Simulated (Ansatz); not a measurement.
Mulliken charges of `N[SiH](N)S` from ωB97M-V/def2-TZVPP in Ansatz (PBE0-D4/def2-TZVP geometry).

| atom | x (Å) | y (Å) | z (Å) | charge (e) |
| --- | --- | --- | --- | --- |
| N1 | -1.389 | 0.685 | -0.100 | -0.363 |
| Si2 | 0.193 | 0.122 | 0.207 | 0.507 |
| N3 | 0.088 | -1.576 | 0.287 | -0.369 |
| S4 | 1.733 | 0.405 | -1.267 | -0.293 |
| H5 | -1.890 | 0.373 | -0.918 | 0.122 |
| H6 | -1.632 | 1.632 | 0.140 | 0.113 |
| H7 | 0.626 | 0.890 | 1.406 | -0.070 |
| H8 | 0.909 | -2.154 | 0.245 | 0.121 |
| H9 | -0.675 | -2.018 | 0.774 | 0.121 |
| H10 | 2.121 | 1.590 | -0.771 | 0.111 |

Question: By hand: the dipole of these point charges (1 e Å = 4.8032 D).

Answer: Σ q r = (-0.133, 0.115, 0.250) e Å, of length 0.306 e Å = 1.47 D.

Question: How does the dipole of the full density compare? (Best estimate.)

Answer: Ansatz gave: (-0.265, 0.014, 0.164) e Å, 1.50 D; the point charges give 0.98 times that, at 35° from its direction.

Point charges leave out the atoms' own dipoles, such as those of lone pairs, and Mulliken's split depends on the basis, so the two needn't agree.
